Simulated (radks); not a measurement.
Ne+, configuration [He] 2s2 2p5. All-electron calculation, Dirac Kohn-Sham, LDA (Slater exchange, Perdew-Wang correlation), spin-unpolarised, spherical densities, finite nucleus; open shells fill j = l - 1/2 first; Fermi nuclear charge, rms radius 3.0055 fm. Program: a radial shooting solver on a logarithmic mesh with Libxc functionals.

Normalised radial functions P(r) = r R(r) (large component), r in bohr:

r           2s1/2   2p3/2
0.007604   0.1057  0.0017
0.01031    0.1392  0.0031
0.01408    0.1829  0.0057
0.01923    0.2367  0.0104
0.02628    0.3001  0.0187
0.03561    0.3680  0.0329
0.04865    0.4356  0.0576
0.06646    0.4852  0.0988
0.0908     0.4915  0.1648
0.124      0.4205  0.2646
0.1681     0.2452  0.4010
0.2297    -0.0573  0.5783
0.3138    -0.4510  0.7721
0.4286    -0.8379  0.9370
0.5809    -1.0737  1.0116
0.7936    -1.0681  0.9557
1.084     -0.8274  0.7708
1.481     -0.4873  0.5152
2.007     -0.2115  0.2769
2.743     -0.0589  0.1071

2s1/2: eigenvalue -55.289 eV, 1 radial node at r = 0.218 bohr, <r> = 0.869 bohr, 90 % of the charge inside 1.39 bohr. 2p3/2: eigenvalue -32.390 eV, 0 radial nodes, <r> = 0.884 bohr, 90 % of the charge inside 1.52 bohr.
